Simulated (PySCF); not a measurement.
**How good is the calculation?**

Structure with atom numbers: `[CH3:1][C:2](=[O:3])[O:4][CH:5]([CH3:6])[CH3:7]` (H(Xn): hydrogen on atom n).

Measured values that the calculation should reproduce: δ ¹³C C5 67.5; C6/C7 21.9; δ ¹H H(C5) 4.99; H(C6)/H(C7) 1.23 ppm (measured; solution, not stated per compound (mostly CDCl3 or CCl4); Pretsch, Buehlmann, Badertscher, Structure Determination of Organic Compounds, 4th ed. (2009)).
δ ¹⁷O O3 365.1; O4 196.8 ppm (measured; liquid, neat, 295 K; 17O NMR survey of organic solvents and oxofluorinated compounds, PMC5915748).

One averaged value for each set of equivalent atoms, gas phase, relativity neglected, a single conformation. σ from GIAO-B97-2/pcSseg-2; geometry from PBE0-D3(BJ)/def2-TZVP; PySCF 2.14.

(1) Set the calculated values beside the experiment.

(2) How far are the unscaled ¹³C shifts from the references?

(3) How far are the unscaled ¹H shifts from the references?

Results:

(1) 
Reference values: measured (solution, not stated per compound (mostly CDCl3 or CCl4); Pretsch, Buehlmann, Badertscher, Structure Determination of Organic Compounds, 4th ed. (2009)).
```json
{"atoms": "C5", "quantity": "δ ¹³C", "reference": "67.5", "computed": "71.2", "computed, scaled": "66.6"}
{"atoms": "C6/C7", "quantity": "δ ¹³C", "reference": "21.9", "computed": "23.3", "computed, scaled": "20.4"}
{"atoms": "H(C5)", "quantity": "δ ¹H", "reference": "4.99", "computed": "5.07", "computed, scaled": "4.90"}
{"atoms": "H(C6)/H(C7)", "quantity": "δ ¹H", "reference": "1.23", "computed": "1.16", "computed, scaled": "1.24"}
```

Reference values: measured (liquid, neat, 295 K; 17O NMR survey of organic solvents and oxofluorinated compounds, PMC5915748).
| atoms | quantity | reference | computed | computed, scaled |
| --- | --- | --- | --- | --- |
| O3 | δ ¹⁷O vs D2O (external) | 365.1 | – | 364.4 |
| O4 | δ ¹⁷O vs D2O (external) | 196.8 | – | 189.0 |

Computed shifts are σ(ref) − σ with the named reference compound (TMS for H and C) calculated as an isolated molecule at the same level. The measured values may be among those fitted. Shieldings were converted by linear fits to measured shifts (mostly CDCl3, TMS scale, for H and C): ¹³C: δ = 176.83 − 0.965σ (rms 2.0 ppm, 507 shifts, 2.1 ppm with the 1 outlier that the fit left out); ¹H: δ = 29.81 − 0.938σ (rms 0.14 ppm, 293 shifts, 0.16 ppm with the 4 outliers that the fit left out); ¹⁷O: δ = 275.01 − 0.945σ (rms 12.8 ppm, 79 shifts vs liquid water, solution or neat liquid). A few per cent of atoms miss by over 2 rms, more outside the fitted compound classes.

(2) Mean signed difference +2.55 ppm, mean absolute 2.55 ppm over 2 comparisons; the largest is +3.7 ppm at C5 (sp3 CH bonded to O).

(3) Mean signed difference +0.01 ppm, mean absolute 0.08 ppm over 2 comparisons; the largest is +0.08 ppm at H(C5) (hydrogen on an sp3 CH bonded to O).
